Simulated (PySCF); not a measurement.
Cl2Mn, sextet, at a GFN2-xTB geometry (such geometries of metal compounds can be far from the true shape). Base run: SVWN5/pcseg-1 run with PySCF.

Geometry (Å):
```xyz
3

Mn     0.0000     0.0000     0.0000
Cl     0.0000     0.0000     1.9761
Cl     0.0000     0.0000    -1.9761
```
Charge 0, spin multiplicity 6.
Orbitals are unrestricted.
All else is at PySCF's defaults.
Base energy -2066.06665 Eh.

Variants of this job, named by their change:

```json
[
 {"change": "base", "ΔE vs base (mEh)": "0.000", "SCF cycles": "12", "<S^2>": "8.759", "outcome": "converged"},
 {"change": "init_guess = 1e", "ΔE vs base (mEh)": "0.000", "SCF cycles": "20", "<S^2>": "8.759", "outcome": "converged"},
 {"change": "diis_space = 20", "ΔE vs base (mEh)": "0.000", "SCF cycles": "13", "<S^2>": "8.759", "outcome": "converged"},
 {"change": "init_guess = atom", "ΔE vs base (mEh)": "0.000", "SCF cycles": "11", "<S^2>": "8.759", "outcome": "converged"},
 {"change": "conv_tol = 1e-4", "ΔE vs base (mEh)": "0.069", "SCF cycles": "8", "<S^2>": "8.759", "outcome": "converged"},
 {"change": "conv_tol_grad = 1e-3", "ΔE vs base (mEh)": "0.000", "SCF cycles": "12", "<S^2>": "8.759", "outcome": "converged"},
 {"change": "diis = off (with mf.max_cycle = 100)", "ΔE vs base (mEh)": "-", "SCF cycles": "100", "<S^2>": "-", "outcome": "not converged"},
 {"change": "init_guess = sap", "ΔE vs base (mEh)": "0.000", "SCF cycles": "15", "<S^2>": "8.759", "outcome": "converged"},
 {"change": "diis = off; damp = 0.6 (with mf.diis_start_cycle = 200; with mf.max_cycle = 150)", "ΔE vs base (mEh)": "-", "SCF cycles": "150", "<S^2>": "-", "outcome": "not converged"},
 {"change": "init_guess = mod_huckel", "ΔE vs base (mEh)": "0.000", "SCF cycles": "19", "<S^2>": "8.759", "outcome": "converged"},
 {"change": "conv_tol = 1e-6", "ΔE vs base (mEh)": "0.001", "SCF cycles": "10", "<S^2>": "8.759", "outcome": "converged"},
 {"change": "diis = off; damp = 0.3 (with mf.diis_start_cycle = 200; with mf.max_cycle = 150)", "ΔE vs base (mEh)": "-", "SCF cycles": "150", "<S^2>": "-", "outcome": "not converged"},
 {"change": "init_guess = huckel", "ΔE vs base (mEh)": "0.000", "SCF cycles": "20", "<S^2>": "8.759", "outcome": "converged"}
]
```

Open shells are given as the SCF converged; they aren't shown to be the lowest states, and a large step between rows can be another state.
